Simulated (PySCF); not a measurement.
## CBr: from constants to spectrum

UHF-CCSD(T) constants of CBr, ²Π (doublet), unpaired electrons π ↑ (basis C def2-TZVPPD, Br def2-TZVPPD; no relativity; PySCF 2.14; masses 12.0000 and 78.9183 u):

* ωe: 732.9 cm⁻¹
* ωexe: 3.94 cm⁻¹
* Be: 0.48657 cm⁻¹
* αe: 0.00406 cm⁻¹
* De to C + Br: 3.43 eV

Task: What force constant and bond length do these constants imply?

Result: Reduced mass μred = 10.416 u; k = 5.8918×10⁻⁷·μred·ωe² (u, cm⁻¹, mdyn/Å) = 3.30 mdyn/Å; Re = √(16.8576/(μred·Be)) (u, cm⁻¹, Å) = 1.824 Å.

Task: Estimate the centrifugal constant D from the Kratzer relation and find the Dunham coefficient a1.

Result: D = 4Be³/ωe² = 8.58e-07 cm⁻¹; a1 = −1 − αeωe/(6Be²) = -3.09.

Correlated steps freeze 10 core orbitals. Spin–orbit coupling is left out. The state is the lowest determinant that a PBE0 search found; another state may lie lower at other levels.
